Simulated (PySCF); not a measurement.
# Dipole moment and polarisability of 1,1-dimethylbutylamine

Species: 1,1-dimethylbutylamine, C₆H₁₅N.
Numbering: `[CH3:1][CH2:2][CH2:3][C:4]([CH3:5])([CH3:6])[NH2:7]` (hydrogens: H8, H9, H10 on C1; H11, H12 on C2; H13, H14 on C3; H15, H16, H17 on C5; H18, H19, H20 on C6; H21, H22 on N7)

Cartesian coordinates in Å at the PBE0-D3(BJ)/def2-SVP level; atoms count from 1:
```xyz
22
C6H15N angstrom
C      2.897   -0.038    0.003
C      1.460   -0.501    0.186
C      0.446    0.612   -0.037
C     -1.030    0.180   -0.055
C     -1.422   -0.503    1.254
C     -1.903    1.425   -0.258
N     -1.202   -0.793   -1.133
H      3.612   -0.858    0.167
H      3.066    0.350   -1.015
H      3.154    0.771    0.706
H      1.339   -0.916    1.201
H      1.228   -1.324   -0.508
H      0.663    1.103   -1.005
H      0.575    1.399    0.727
H     -2.500   -0.734    1.261
H     -1.214    0.145    2.118
H     -0.877   -1.448    1.381
H     -1.632    1.943   -1.193
H     -2.967    1.147   -0.321
H     -1.791    2.146    0.568
H     -1.032   -0.344   -2.033
H     -2.167   -1.117   -1.157
```

Level: B3LYP/def2-SVPD (PySCF), static field, nuclei fixed, core orbitals frozen in the response. The polarisability tensor in these axes (au):

```
x   95.50 -2.04  0.11
y   -2.04 81.48 -1.09
z    0.11 -1.09 80.14
```

Question: What are the eigenvalues, a third of the trace, and Δα (Δα² = ½Σ(αi − αj)² over the three pairs)?

Answer: Principal values 79.48, 81.85 and 95.79 au; mean 85.70 au = 12.70 Å³ = 14.13 × 10⁻⁴⁰ C²·m²/J; Δα = 15.27 au (18 % of the mean).

Question: What is the dipole moment, and where does it point?

Answer: (-0.85, 0.78, -0.17) D, 1.16 D in size, pointing from the negative to the positive side. Measured along this direction, the outermost atoms are H8 at the negative end and H19 at the positive end.

Question: Find the Langevin capture rate constant for NO+ (29.998 u) meeting this molecule (101.120 u), k = 2.342 × 10⁻⁹ cm³/s × √(α in Å³ / reduced mass in u).

Answer: The reduced mass is 23.13 u, so k = 1.74 × 10⁻⁹ cm³/s. The formula leaves out the permanent dipole, which adds to the capture rate.

Question: What would n − 1 = 2πNα be for an ideal gas of these molecules at 400 K and 1 atm, electronic part alone?

Answer: N = p/kT = 1.8347 × 10¹⁹ cm⁻³, so n − 1 = 2π × N × 12.70 × 10⁻²⁴ cm³ = 1464 × 10⁻⁶ at long wavelengths.

Question: Molar refractivity from α?

Answer: Lorentz–Lorenz: R = (4π/3)N_A α = 2.5225 cm³/(mol·Å³) × 12.70 Å³ = 32.0 cm³/mol, in the limit of long wavelengths.

Question: Along which axes do the principal values lie, and how far do the nuclei extend along each?

Answer: Largest value along (0.99, -0.14, 0.02), where the nuclei span 6.81 Å; middle along (0.13, 0.84, -0.53), 4.11 Å; least along (0.06, 0.52, 0.85), 3.77 Å. The response follows the extents in order.

The structure is a single PBE0-D3(BJ)/def2-SVP conformer in the gas phase; no vibrational or solvent corrections.

The run behind these numbers computed excited states as well. Rough CPU time on one thread of a shared machine: about 1.8 min.
